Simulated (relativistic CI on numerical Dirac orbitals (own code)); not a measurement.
## Sensitivity of the levels of Tm46+ to α and to the nuclear radius

Calculated at this level of theory: Dirac-Coulomb-Breit CI, KLI orbitals optimised for each configuration, derivatives by finite differences, unscaled Slater integrals, QED left out (own radial code, finite nucleus).

CI space (outside the closed core [Ne]): 3s²3p⁶3d⁵, 3s²3p⁵3d⁶, 3s²3p⁴3d⁷, 3s3p⁶3d⁶, 3p⁶3d⁷, 3s3p⁵3d⁷, 3s²3p⁶3d⁴4s, 3s²3p⁶3d³4s². Levels of other configurations are missing.

With x = (α/α₀)² − 1 an excitation energy changes as ω = ω₀ + qx; K = 2q/ω₀ is the relative enhancement. Terms are leading LS components, so labels can repeat. The field-shift factor is F = δν/δ⟨r²⟩ for the transition from the lowest level.

Lowest level 3s²3p⁶3d⁵ ⁴P5/2.

```csv
Level,ω₀ (cm⁻¹),q (cm⁻¹),F (GHz/fm²)
3s²3p⁶3d⁵ ⁶S5/2,316014,400600,7.74
3s²3p⁶3d⁵ ⁴G7/2,407653,388900,7.77
3s²3p⁶3d⁵ ⁴D3/2,418015,398300,7.53
3s²3p⁶3d⁵ ²H11/2,420490,380800,8.14
3s²3p⁶3d⁵ ⁴G9/2,458773,395800,8.2
3s²3p⁶3d⁵ ⁴D5/2,482279,410900,8.18
3s²3p⁶3d⁵ ⁴P1/2,501686,436800,8.23
3s²3p⁶3d⁵ ²F7/2,519956,397200,7.86
3s²3p⁶3d⁵ ²D3/2,630829,454400,9.62
3s²3p⁶3d⁵ ⁶S5/2,715669,783400,14.9
3s²3p⁶3d⁵ ⁴D7/2,779546,797900,15.3
3s²3p⁶3d⁵ ²I11/2,786451,787100,15.8
3s²3p⁶3d⁵ ⁴G9/2,800691,787700,15.4
3s²3p⁶3d⁵ ²I13/2,826543,781100,16.1
3s²3p⁶3d⁵ ⁴D1/2,829895,814800,15.4
3s²3p⁶3d⁵ ⁴P3/2,837049,810700,15.7
3s²3p⁶3d⁵ ²F5/2,850947,799500,15.4
3s²3p⁶3d⁵ ²H9/2,889939,797300,16.2
3s²3p⁶3d⁵ ²G7/2,910772,795400,15.5
3s²3p⁶3d⁵ ⁴F5/2,922383,806500,16.2
3s²3p⁶3d⁵ ²D3/2,933229,781800,14.4
3s²3p⁶3d⁵ ²G7/2,972074,805400,16.3
3s²3p⁶3d⁵ ⁴P1/2,972322,803700,15.5
```

At this charge energies of transitions that change n are usually good to better than 1 %, and those within a shell (Δn = 0) to a few per cent.

(1) Which transition from the lowest level has the largest |K|?

Results:

(1) 3s²3p⁶3d⁵ ⁶S5/2 at 316014 cm⁻¹, K = 2.54.
